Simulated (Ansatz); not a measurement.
Consider the ligand exchange at the Al–Se bond: `C[Se][Al]([Cl])[Cl]` + H₂Se → `[Cl][Al]([Cl])[SeH]` + `C[SeH]`.

Program: Ansatz. Geometries: PBE0-D4/def2-TZVP. ΔE: electronic, gas phase. CBS: MP2 limit from def2 TZ/QZ plus the TZ coupled-cluster correction, frozen cores. Functionals use def2-TZVPP. For Se outer-core shells are correlated without core-valence functions, which leaves a few kJ/mol of doubt a bond. Scalar relativity is left out up to krypton. Each species was taken in one conformer, which may not be the lowest.

`C[Se][Al]([Cl])[Cl]`:

Z-matrix (Å, degrees):
```
C
Se 1 1.966
H 1 1.088 2 106.5
H 1 1.087 2 110.8 3 -119.6
H 1 1.087 2 109.0 3 118.9
Al 2 2.281 1 99.5 3 145.6
Cl 6 2.088 2 121.3 1 -2.6
Cl 6 2.081 2 119.5 1 178.1
```

H₂Se:

Z-matrix (Å, degrees):
```
Se
H 1 1.467
H 1 1.467 2 91.2
```

`[Cl][Al]([Cl])[SeH]`:

```xyz
5

Cl    1.723   -0.988    0.893
Al    0.298   -0.244   -0.428
Cl    0.483   -0.622   -2.463
Se   -1.485    0.992    0.305
H    -1.019    0.862    1.693
```

`C[SeH]`:

Z-matrix (Å, degrees):
```
C
Se 1 1.949
H 1 1.088 2 110.6
H 1 1.087 2 110.6 3 -123.3
H 1 1.089 2 106.0 3 118.4
H 2 1.468 1 95.4 3 61.7
```

(1) Is it downhill or uphill in electronic energy at CCSD(T)/CBS, and by how much? (Best estimate.)

(2) What do these levels give: revPBE-D4, ωB97M-V, revPBE, HF/def2-SVP, CCSD(T)/def2-SVP, MP2/def2-TZVPP? (An estimate is asked.)

Largest T1 diagnostic among the species: 0.009.

Results:

(1) The calculation gave: Nearly level: ΔE = -2.2 kJ/mol.

(2) The calculation gave: revPBE-D4 -0.7, ωB97M-V -3.0, revPBE -5.3, HF/def2-SVP -6.1, CCSD(T)/def2-SVP -1.4, MP2/def2-TZVPP -2.6 kJ/mol.

The D4 term adds +4.1 kJ/mol with B3LYP and +2.4 kJ/mol with PBE0; it sums over pairs of atoms, weighted by their polarisabilities, and B3LYP, whose exchange is more repulsive, gets the larger term. In def2-TZVPP, CCSD(T) changes the Hartree–Fock value by +4.9 kJ/mol (the triples alone add +1.3 kJ/mol) and MP2 by +5.1 kJ/mol.

B3LYP here is the variant with VWN-RPA as its local correlation; programs differ in this.
